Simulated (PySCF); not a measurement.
## Static response to an electric field

Species: C7H10O.
Numbering: `[CH3:1][CH2:2][CH2:3][c:4]1[cH:5][cH:6][o:7][cH:8]1` (hydrogens: H9, H10, H11 on C1; H12, H13 on C2; H14, H15 on C3; H16 on C5; H17 on C6; H18 on C8)

Geometry (GFN2-xTB, Å), atoms numbered from 1 in this order:
```xyz
18
C7H10O angstrom
C      2.0372    0.4053    0.7362
C      1.5806   -0.6898   -0.2183
C      0.4676   -0.2084   -1.1589
C     -0.7981    0.0764   -0.4231
C     -1.7743   -0.8735   -0.0115
C     -2.7375   -0.1707    0.6395
O     -2.4343    1.1374    0.6660
C     -1.2602    1.2787    0.0232
H      1.2088    0.7391    1.3567
H      2.4159    1.2608    0.1806
H      2.8301    0.0397    1.3848
H      2.4289   -1.0233   -0.8200
H      1.2200   -1.5463    0.3549
H      0.2760   -0.9816   -1.9065
H      0.7994    0.6947   -1.6752
H     -1.7541   -1.9299   -0.1875
H     -3.6536   -0.4729    1.1073
H     -0.8612    2.2705   -0.0597
```

Level: CAM-B3LYP/def2-SVPD (PySCF), static field, nuclei fixed, core orbitals frozen in the response. The polarisability tensor in these axes (au):

```
x   93.86  0.65 -8.26
y    0.65 81.78  2.85
z   -8.26  2.85 69.48
```

Q: What are the eigenvalues, a third of the trace, and Δα (Δα² = ½Σ(αi − αj)² over the three pairs)?

A: Principal values 66.39, 82.33 and 96.39 au; mean 81.71 au = 12.11 Å³ = 13.47 × 10⁻⁴⁰ C²·m²/J; Δα = 26.00 au (32 % of the mean).

Q: What is the dipole moment, and where does it point?

A: (0.65, -0.68, -0.38) D, 1.02 D in size, pointing from the negative to the positive side. Measured along this direction, the outermost atoms are O7 at the negative end and H12 at the positive end.

Q: What molar refraction does this α imply?

A: Lorentz–Lorenz: R = (4π/3)N_A α = 2.5225 cm³/(mol·Å³) × 12.11 Å³ = 30.5 cm³/mol, in the limit of long wavelengths.

Q: Rayleigh depolarisation ratio (linearly polarised light, static tensor)?

A: ρ = 3Δα²/(45ᾱ² + 4Δα²) = 2027.6/(300427 + 2703.5) = 0.00669.

Q: What would n − 1 = 2πNα be for an ideal gas of these molecules at 400 K and 1 atm, electronic part alone?

A: N = p/kT = 1.8347 × 10¹⁹ cm⁻³, so n − 1 = 2π × N × 12.11 × 10⁻²⁴ cm³ = 1396 × 10⁻⁶ at long wavelengths.

Q: How large is μ²/3kT at 500 K beside α?

A: In Gaussian units μ²/3kT = 4.99 Å³ against 12.11 Å³, a ratio of 0.41; the Debye molar polarisation (4π/3)N_A(α + μ²/3kT) is 43.1 cm³/mol, leaving out the vibrational part.

One conformer (not necessarily the lowest) at the GFN2-xTB geometry, without solvent, vibrations or thermal averaging.
